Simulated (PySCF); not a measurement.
## MP2 beside CCSD(T) along the halogens: bonds to C

MP2 and CCSD(T) in PySCF with def2-TZVPP on every atom (core potentials on I), for the lowest determinant that a PBE0 search found; no spin–orbit coupling.

| molecule | state (unpaired electrons) | MP2 Re (Å) | MP2 ωe (cm⁻¹) | MP2 De (eV) | CCSD(T) Re (Å) | CCSD(T) ωe (cm⁻¹) | CCSD(T) De (eV) |
| --- | --- | --- | --- | --- | --- | --- | --- |
| CF | doublet (π ↑) | 1.273 | 1333 | 5.81 | 1.278 | 1312 | 5.53 |
| CCl | doublet (π ↑) | 1.639 | 905 | 4.11 | ? | ? | ? |
| CBr | doublet (π ↑) | 1.804 | 765 | 3.47 | 1.824 | 734 | 3.41 |
| CI | doublet (π ↑) | 1.999 | 666 | 2.85 | 2.027 | 642 | 2.83 |

Question: Estimate the CCSD(T) values of CCl by adding the mean shift from MP2 to CCSD(T) of the other rows, and compare with the calculation.

Answer: The mean shifts are +1.8 pm, -25 cm⁻¹ and -0.12 eV, which give 1.657 Å, 880 cm⁻¹ and 3.99 eV. CCSD(T)/def2-TZVPP gives Re = 1.656 Å, ωe = 873 cm⁻¹, De = 4.00 eV.

Question: What are the mean differences of MP2 from CCSD(T) over the whole series?

Answer: Re -1.8 pm, ωe +27 cm⁻¹, De +0.12 eV.

In a basis of this size CCSD(T) is itself not converged; it tends to give bonds that are too long and too weak.

Correlated steps freeze the inner cores (2 to 10 orbitals); shallow outer-core shells are correlated. Spin–orbit coupling is left out, which matters for elements this heavy, above all for dissociation energies. States were picked by a PBE0 search and need not be the measured ground states.
